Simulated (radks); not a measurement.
Effect of the nuclear size on the samarium ion Sm3+, [Xe] 4f5. All-electron calculation, Dirac Kohn-Sham, BLYP, spin-unpolarised, spherical densities, finite nucleus; open shells are shared between the two j in proportion to 2j + 1; Fermi nuclear charge, rms radius 5.0819 fm. Program: a radial shooting solver on a logarithmic mesh with Libxc functionals. The rms radius is varied about that value; shifts are against it.

| rms radius (fm) | total energy shift (eV) | density at nucleus (e/bohr^3) | 1s1/2 shift (meV) | 2s1/2 shift (meV) | 4p1/2 shift (meV) | 5s1/2 shift (meV) | 5p1/2 shift (meV) | 4f7/2 shift (meV) | 6s1/2 (empty) shift (meV) |
|---|---|---|---|---|---|---|---|---|---|
| 4.284 | -4.90 | 5.556e+05 | -2020 | -256 | 0.417 | -2.13 | 0.119 | 0.339 | -0.397 |
| 4.6245 | -2.89 | 5.455e+05 | -1190 | -151 | 0.245 | -1.26 | 0.070 | 0.200 | -0.234 |
| 5.0819 | 0 | 5.334e+05 | 0.000 | 0.000 | 0.000 | 0.000 | 0.000 | 0.000 | 0.000 |
| 5.3055 | 1.49 | 5.279e+05 | 614 | 77.8 | -0.126 | 0.648 | -0.036 | -0.103 | 0.120 |
| 5.8188 | 5.08 | 5.164e+05 | 2100 | 266 | -0.431 | 2.21 | -0.123 | -0.351 | 0.412 |

Slopes of the eigenvalues against <r^2> in GHz/fm^2, as finite differences over the two radii next to the reference (eigenvalue slopes, not the field-shift constants of lines): 1s1/2 64600, 2s1/2 8180, 4p1/2 -13.3, 5s1/2 68.1, 5p1/2 -3.78, 4f7/2 -10.8, 6s1/2 (empty) 12.7.
